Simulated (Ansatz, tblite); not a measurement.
Spin states of the cluster Be₂Se₂⁺, each relaxed with PBE0-D4/def2-TZVP in Ansatz. Electronic energies in the gas phase.

The xTB rows come from tblite. Correlated methods freeze 18 core orbitals; core or outer-core shells of Se are correlated, in sets that lack core-valence functions. The structure comes from a short search, and lower isomers may exist.

Doublet geometry (D2h within 0.1 Å):

```
atom   x (Å)   y (Å)   z (Å)
 Be1   0.262  -0.796   0.638
 Be2  -0.262   0.797  -0.638
 Se3  -1.599  -0.740  -0.267
 Se4   1.599   0.740   0.267
```

Quartet geometry (D2h within 0.1 Å):

Cartesian coordinates in Å:
```
Be -0.649 1.028 -0.154
Be 0.649 -1.028 0.154
Se 1.493 0.868 -0.493
Se -1.493 -0.868 0.493
```

⟨S²⟩: doublet 0.77 at PBE0-D4/def2-TZVP (pure 0.75), quartet 3.77 at PBE0-D4/def2-TZVP (pure 3.75).

Run but left out: HF/def2-TZVPP, MP2/def2-TZVPP, CCSD/def2-TZVPP, CCSD(T)/def2-TZVPP (flagged by the program: other roots).

Only these spin states were relaxed. The quartet has other bonds than the doublet, so the gap mixes isomer and spin.

(1) Estimate which spin state lies lowest at each of these levels, and by how much: GFN2-xTB; HF/STO-3G; PBE-D4/def2-TZVP; B97M-V/def2-TZVP; r2SCAN0-D4/def2-TZVP; ωB97X-V/def2-TZVP; B2PLYP/def2-TZVP; MP2/def2-TZVP.

Results:

(1) 
```
               level  quartet − doublet (kJ/mol)  lowest of these                                  remarks
            GFN2-xTB                       238.8          doublet                                        –
           HF/STO-3G                       272.7          doublet  spin-contaminated (⟨S²⟩ 0.90) (doublet)
    PBE-D4/def2-TZVP                       316.3          doublet                                        –
    B97M-V/def2-TZVP                       321.6          doublet                                        –
r2SCAN0-D4/def2-TZVP                       301.5          doublet                                        –
   ωB97X-V/def2-TZVP                       326.2          doublet                                        –
    B2PLYP/def2-TZVP                       317.0          doublet                                        –
       MP2/def2-TZVP                       315.7          doublet  spin-contaminated (⟨S²⟩ 0.88) (doublet)
```

The xTB methods have no spin-polarisation term.
